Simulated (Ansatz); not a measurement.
CH₅FS₂Si, SMILES `FC([SiH3])SS`, relaxed with RKS PBE0-D4/def2-TZVP in Ansatz from a PBE-D4/def2-SVP geometry. The force threshold is 0.005 eV/Å; the program also tests the step.

The species carries charge 0 and has multiplicity 1.

Start:

```xyz
10

F     1.118   -1.414    0.604
C    -0.060   -0.677    0.745
Si   -0.778   -0.400   -1.023
S     0.164    0.809    1.765
S     0.960    2.228    0.443
H    -0.777   -1.272    1.362
H    -1.933    0.557   -0.967
H    -1.254   -1.744   -1.498
H     0.296    0.092   -1.942
H     2.265    1.820    0.510
```

(1) How much energy does the relaxation release, and in how many steps? (Estimate.)

(2) Which bonds change most? (Estimate.)

(3) Give the relaxed structure. (Estimate.)

## Answers

(1) Computed: 0.06 eV, in 8 steps.

(2) The calculation gave: S4–S5 from 2.096 to 2.043 Å; C2–S4 from 1.817 to 1.787 Å; S5–H10 from 1.369 to 1.347 Å; C2–H6 from 1.117 to 1.098 Å.

(3) The calculation gave: 
```xyz
10

F     1.129   -1.420    0.618
C    -0.049   -0.686    0.739
Si   -0.750   -0.389   -1.014
S     0.179    0.772    1.748
S     0.869    2.190    0.450
H    -0.747   -1.294    1.330
H    -1.811    0.645   -0.955
H    -1.336   -1.681   -1.458
H     0.339   -0.002   -1.936
H     2.177    1.866    0.478
```
